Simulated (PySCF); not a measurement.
C6H13BO2.
Atom-mapped SMILES: `[CH3:1][C:2]([CH3:3])=[C:4]([CH3:5])[CH2:6][B:7]([OH:8])[OH:9]` (hydrogens: H10, H11, H12 on C1; H13, H14, H15 on C3; H16, H17, H18 on C5; H19, H20 on C6; H21 on O8; H22 on O9)

Computed by this run: PySCF 2.14.0, PBE0-D3(BJ)/def2-SVP geometry optimisation, gas phase; density fitting, grid level 1; the optimiser is geomeTRIC in internal coordinates, started from a GFN2-xTB structure with every atom displaced at random (about 0.01 Å).

The end geometry, which sets the zero of energy:
```
atom  x, y, z in Å
C1     -1.4380    1.2903    0.5333
C2     -1.1505   -0.1107    0.0480
C3     -2.2289   -1.1078    0.3564
C4     -0.0082   -0.3969   -0.6127
C5      0.3905   -1.7624   -1.0882
C6      1.0282    0.6729   -0.8918
B7      2.0122    0.7797    0.3440
O8      2.8281   -0.2742    0.6186
O9      2.0756    1.8588    1.1852
H10    -1.6087    1.9913   -0.3029
H11    -0.6093    1.6937    1.1358
H12    -2.3377    1.3174    1.1648
H13    -3.1972   -0.7669   -0.0498
H14    -2.3708   -1.2083    1.4468
H15    -2.0337   -2.1078   -0.0488
H16     1.3817   -2.0207   -0.6806
H17     0.4887   -1.7764   -2.1876
H18    -0.3116   -2.5540   -0.8005
H19     0.5564    1.6415   -1.1209
H20     1.6159    0.3863   -1.7794
H21     3.3451   -0.1173    1.4166
H22     1.4916    2.5729    0.9179
```

Problem. These geometries come from the run, each turned onto the end geometry. Order them by energy, lowest first.
A.
```
atom  x, y, z in Å
C1     -1.4484    1.2998    0.5158
C2     -1.1543   -0.1029    0.0385
C3     -2.2257   -1.1073    0.3468
C4     -0.0042   -0.3908   -0.6063
C5      0.3894   -1.7609   -1.0711
C6      1.0342    0.6744   -0.8897
B7      2.0195    0.7736    0.3456
O8      2.8485   -0.2731    0.6071
O9      2.0668    1.8386    1.2045
H10    -1.6113    1.9974   -0.3242
H11    -0.6275    1.7074    1.1271
H12    -2.3548    1.3264    1.1366
H13    -3.2062   -0.7441   -0.0069
H14    -2.3266   -1.2545    1.4372
H15    -2.0523   -2.0897   -0.1101
H16     1.4102   -1.9881   -0.7250
H17     0.4101   -1.8054   -2.1753
H18    -0.2739   -2.5567   -0.7105
H19     0.5680    1.6472   -1.1142
H20     1.6192    0.3839   -1.7789
H21     3.3652   -0.1245    1.4091
H22     1.4733    2.5507    0.9481
```
B.
```
atom  x, y, z in Å
C1     -1.4580    1.3050    0.5045
C2     -1.1559   -0.0971    0.0324
C3     -2.2307   -1.1006    0.3360
C4      0.0000   -0.3894   -0.6017
C5      0.4009   -1.7638   -1.0533
C6      1.0377    0.6762   -0.8879
B7      2.0240    0.7684    0.3473
O8      2.8620   -0.2755    0.5901
O9      2.0619    1.8240    1.2201
H10    -1.6075    2.0027   -0.3385
H11    -0.6457    1.7111    1.1268
H12    -2.3736    1.3333    1.1130
H13    -3.2174   -0.7105    0.0345
H14    -2.2957   -1.2975    1.4212
H15    -2.0878   -2.0620   -0.1715
H16     1.4474   -1.9572   -0.7693
H17     0.3482   -1.8453   -2.1529
H18    -0.2147   -2.5639   -0.6242
H19     0.5688    1.6484   -1.1043
H20     1.6154    0.3918   -1.7821
H21     3.3731   -0.1308    1.3927
H22     1.4667    2.5339    0.9711
```
C.
```
atom  x, y, z in Å
C1     -1.4881    1.2743    0.4958
C2     -1.1860   -0.0987    0.0147
C3     -2.2891   -1.1038    0.2583
C4      0.0157   -0.3817   -0.5700
C5      0.4035   -1.7723   -0.9866
C6      1.0250    0.6722   -0.8590
B7      2.0937    0.7704    0.3490
O8      2.9451   -0.2496    0.5618
O9      2.1704    1.8514    1.2031
H10    -1.6429    1.9798   -0.3391
H11    -0.7223    1.6869    1.1339
H12    -2.4244    1.2961    1.0753
H13    -3.2678   -0.6421    0.0512
H14    -2.2802   -1.4133    1.3188
H15    -2.1701   -1.9921   -0.3591
H16     1.4678   -1.8627   -0.7617
H17     0.2545   -1.8993   -2.0482
H18    -0.1401   -2.5357   -0.4339
H19     0.5515    1.6213   -1.0510
H20     1.5280    0.3771   -1.7610
H21     3.4930   -0.1275    1.3097
H22     1.5818    2.5506    1.0022
```
D.
```
atom  x, y, z in Å
C1     -1.4593    1.3125    0.4978
C2     -1.1563   -0.0910    0.0319
C3     -2.2195   -1.1110    0.3262
C4      0.0002   -0.3797   -0.6008
C5      0.3852   -1.7622   -1.0414
C6      1.0435    0.6832   -0.8865
B7      2.0291    0.7678    0.3490
O8      2.8684   -0.2767    0.5925
O9      2.0650    1.8177    1.2267
H10    -1.6066    2.0077   -0.3476
H11    -0.6505    1.7226    1.1231
H12    -2.3772    1.3425    1.1026
H13    -3.2123   -0.7226    0.0438
H14    -2.2702   -1.3359    1.4067
H15    -2.0732   -2.0584   -0.2075
H16     1.4381   -1.9526   -0.7819
H17     0.3007   -1.8639   -2.1383
H18    -0.2198   -2.5521   -0.5787
H19     0.5744    1.6570   -1.1001
H20     1.6114    0.3996   -1.7883
H21     3.3788   -0.1330    1.3987
H22     1.4693    2.5298    0.9762
```

Solution. A (0.002 eV), B (0.007 eV), D (0.013 eV), C (0.203 eV).

In the order of the answer:

| step | E above end (eV) | largest force (eV/Å) | rms force component (eV/Å) | rms distance from end (Å) | rms bond change (Å) | bond most changed (Å) |
| --- | --- | --- | --- | --- | --- | --- |
| 6 | 0.002 | 0.10 | 0.027 | 0.042 | 0.001 | O8–H21 +0.002 |
| 4 | 0.007 | 0.10 | 0.023 | 0.083 | 0.001 | C4–C5 +0.001 |
| 2 | 0.013 | 0.12 | 0.029 | 0.101 | 0.001 | C2–C3 +0.002 |
| 0 | 0.203 | 1.86 | 0.613 | 0.176 | 0.019 | C6–B7 +0.032 |

The cost below is that of the whole optimisation. Hardware: an Arm Neoverse N1 with one thread (shared host). Cost: 5.3 min wall, 0.86 GiB resident at most.
